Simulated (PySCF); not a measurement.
B(Br)2(Vi), SMILES C(=C)B(Br)Br, PBE0/def2-SVP optimised geometry.

```
8

B     -1.18     0.22     0.00
Br    -2.13     1.89     0.00
Br    -2.20    -1.40     0.00
C      0.36     0.22     0.00
C      1.11    -0.89     0.00
H      0.87     1.19     0.00
H      2.20    -0.85    -0.01
H      0.65    -1.89    -0.01
```

Density from PBE0/def2-TZVP in PySCF at that geometry.

Minimum of the electron density along straight lines between bonded atoms, close to the bond critical point (lines longer than 1.1 times the sum of covalent radii, or with two minima, are not listed):

```csv
bond,length / Å,ρ at the minimum / e bohr⁻³,∇²ρ there / e bohr⁻⁵,position (fraction from the first atom)
B1–Br2,1.912,0.136,-0.22,0.30
B1–Br3,1.915,0.135,-0.23,0.30
B1–C4,1.543,0.199,?,0.33
C4–C5,1.343,?,-1.05,0.49
C4–H6,1.096,0.276,-0.95,0.65
C5–H7,1.095,0.280,-0.99,0.65
C5–H8,1.095,0.280,-0.99,0.65
```

**Question.** Some entries are withheld; supply them.

**Answer.** 
- B1–C4, ∇²ρ there / e bohr⁻⁵: -0.29
- C4–C5, ρ at the minimum / e bohr⁻³: 0.345
